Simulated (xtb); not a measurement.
GeH₂Br₂, SMILES [Br][GeH2][Br]. All values are semi-empirical tight-binding results from xtb (GFN2-xTB unless named), good for trends rather than for accurate numbers. Geometry optimised at GFN2-xTB.

For metal compounds this method's bond lengths and energies can be far off.

| Property | Value |
|---|---|
| point group as xtb finds it | C2v |
| orbital gap | 5.89 eV |
| zero-point energy | 9.8 kcal/mol |
| G − E(el) at 298.15 K (modified RRHO) | -9.7 kcal/mol |
